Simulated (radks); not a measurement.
Results of a calculation; reference values are marked as such.
Valence configurations of Mn IV (all share [Ar]). Code: a radial shooting solver on a logarithmic mesh with Libxc functionals. Model: scalar-relativistic Kohn-Sham, PBE, spin-polarised, spherical densities, finite nucleus; open shells are filled with parallel spins first; Fermi nuclear charge, rms radius 3.7057 fm. Energies are relative to 3d4; eigenvalues in eV for spin up.

| valence | E (eV) | moment (Bohr magnetons) | e(3d) | e(4p) | e(4s) |
|---|---|---|---|---|---|
| 3d4 | 0.000 | 4 | -42.845 | - | - |
| 3d3.5 4s0.5 | 6.514 | 4 | -46.326 | - | -32.257 |
| 3d3.5 4p0.5 | 10.030 | 4 | -46.854 | -25.514 | - |
| 3d3 4s1 | 14.080 | 4 | -49.943 | - | -33.737 |
| 3d3 4p1 | 21.345 | 4 | -50.970 | -27.039 | - |
| 3d2 4p2 | 48.015 | 4 | -59.458 | -29.950 | - |
| 3d1.5 4p2.5 | 63.514 | 4 | -63.819 | -31.307 | - |
| 3d1 4s2 4p1 | 66.729 | 2 | -66.401 | -31.063 | -39.161 |
| 3d1 4s1 4p2 | 72.340 | 4 | -67.343 | -32.179 | -40.381 |
| 3d1 4p3 | 80.546 | 4 | -68.251 | -32.613 | - |

NIST lists [Ar] 3d4 as the ground configuration; this level of theory agrees among the configurations tried. The energies are those of spherical high-spin densities, not of single terms.
